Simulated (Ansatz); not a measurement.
`FCC(F)C(F)(F)OC(F)F` + H–F → `FC(F)OC(F)(F)F` + `FCCF`  (substitution at a C–C bond)

Gas-phase electronic energies from Ansatz, PBE0-D4/def2-TZVP geometries. CBS: MP2 limit from def2 TZ/QZ plus the TZ coupled-cluster correction, frozen cores. This one scheme is used for every species. Functionals use def2-TZVPP. Each species was taken in one conformer, which may not be the lowest.

Q: Is it downhill or uphill in electronic energy at CCSD(T)/CBS, and by how much? (An estimate is asked.)

A: Ansatz gave: Uphill: ΔE = +3.1 kcal/mol.

Q: What do these levels give: revPBE-D4, r2SCAN0-D4, ωB97X-V, PBE-QIDH, CAM-B3LYP, MP2/def2-TZVPP? (Estimate.)

A: The calculation gave: revPBE-D4 0.8, r2SCAN0-D4 -0.9, ωB97X-V 0.1, PBE-QIDH -0.2, CAM-B3LYP -2.4, MP2/def2-TZVPP 2.8 kcal/mol.

Q: What do rigid-rotor, harmonic-oscillator terms from PBE0-D4/def2-TZVP frequencies (298.15 K, 1 bar) make of the CCSD(T)/CBS value? (An estimate is asked.)

A: Computed: ΔZPE = +1.5 kcal/mol, ΔH = +3.6 kcal/mol, ΔS = 34 J/(mol·K), ΔG = +1.2 kcal/mol. Modes under 50 cm⁻¹ make the entropy rough.

Largest T1 diagnostic among the species: 0.012.

At CCSD(T), def2-SVP lies −4.2 kcal/mol from the extrapolated value and def2-TZVPP −1.3 kcal/mol. From BLYP to BHLYP (50 % exact exchange), in def2-TZVPP and without D4, ΔE moves by +0.7 kcal/mol.
